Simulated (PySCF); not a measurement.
AlF4, SMILES [F][Al-]([F])([F])[F], charge -1.

Geometry: PBE-D3(BJ)/def2-SVPD. The isomer is the one that the SMILES or the coordinates give; other isomers of the formula were not compared.

These are PBE/def2-SVPD (PySCF) values and carry that method's errors.

Symmetry labels are those of the subgroup D2 that the program uses (full group Td).

Computed valence orbital energies around the gap with their symmetry:
```csv
orbital,symmetry,energy (eV)
HOMO−7,A,-4.26
HOMO−6,A,-4.26
HOMO−5,B1,-4.15
HOMO−4,B2,-4.15
HOMO−3,B3,-4.15
HOMO−2,B1,-3.56
HOMO−1,B2,-3.56
HOMO,B3,-3.56
LUMO,A,3.35
LUMO+1,B1,5.82
LUMO+2,B2,5.82
LUMO+3,B3,5.82
```
